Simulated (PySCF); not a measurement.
# Worked example: dipole moment from atomic charges

GeH3F, SMILES [F][GeH3]. Atoms are numbered in the order given.

```xyz
5

Ge     0.0000     0.0000    -0.3271
F      0.0000     0.0000     1.4149
H      1.2747    -0.7360    -0.7559
H      0.0000     1.4719    -0.7559
H     -1.2747    -0.7360    -0.7559
```
Charge 0, spin multiplicity 1.

Geometry: PBE0-D3(BJ)/def2-TZVP.

Charges (e) from M06-2X/def2-TZVPD run with PySCF:

```tsv
atom	IAO	ESP fit
Ge1	0.945	0.484
F2	-0.571	-0.320
H3	-0.125	-0.055
H4	-0.125	-0.054
H5	-0.125	-0.055
```

The dipole moment of the full density is 2.25 D.

### Question
What dipole moment does each set of point charges give, and which comes closer to that of the density?

### Answer

μ = Σ q r, and 1 e Å = 4.8032 D.
IAO: Σ q r = (0.000, 0.000, -0.834) e Å, |μ| = 4.00 D.
ESP fit: Σ q r = (0.000, 0.001, -0.487) e Å, |μ| = 2.34 D.
ESP fit comes closer in size. Point charges leave out the atoms' own dipoles (lone pairs, polarised bonds); fits to the potential absorb them, partitions of the density don't.
